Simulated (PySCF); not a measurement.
System: C3H12NSi (charge +1, singlet). It need not be the lowest isomer of its formula. SMILES: C[Si](C)(C)[NH3+]
Geometry from a B3LYP-D3(BJ)/def2-TZVP (Ansatz) optimisation:
```
Si
C 1 1.8497
H 2 1.0920 1 112.40
H 2 1.0920 3 108.72 1 -125.10
H 2 1.0932 3 107.02 4 -115.28
C 1 1.8497 2 115.53 3 -171.91
H 6 1.0920 1 112.40 2 48.85
H 6 1.0920 7 108.72 1 -125.10
H 6 1.0932 7 107.02 8 -115.28
C 1 1.8497 2 115.53 3 48.85
H 10 1.0920 1 112.40 2 -171.91
H 10 1.0920 11 108.72 1 -125.10
H 10 1.0932 11 107.02 12 -115.28
N 1 1.9354 2 102.39 3 -61.53
H 14 1.0212 1 111.85 2 -60.00
H 14 1.0212 15 106.99 1 -122.81
H 14 1.0212 15 106.99 16 -114.38
```
Charge +1, spin multiplicity 1.

Dispersion corrections to the total energy (kcal/mol) from the dftd3 and dftd4 libraries through PySCF: D3(BJ) without and D4 with the three-body term, each with the damping fitted for the functional named.

```csv
functional,D3(BJ),D4
revPBE,-21.32,-21.92
B2GP-PLYP,-5.62,…
B3LYP,-14.94,…
CAM-B3LYP,-6.98,-6.28
HSE06,-5.91,-5.78
PBE,-8.74,…
BHLYP,-11.75,-8.65
```

### Question
What belongs in the gaps?

### Answer

- B2GP-PLYP, D4: -3.13
- B3LYP, D4: -11.62
- PBE, D4: -7.30
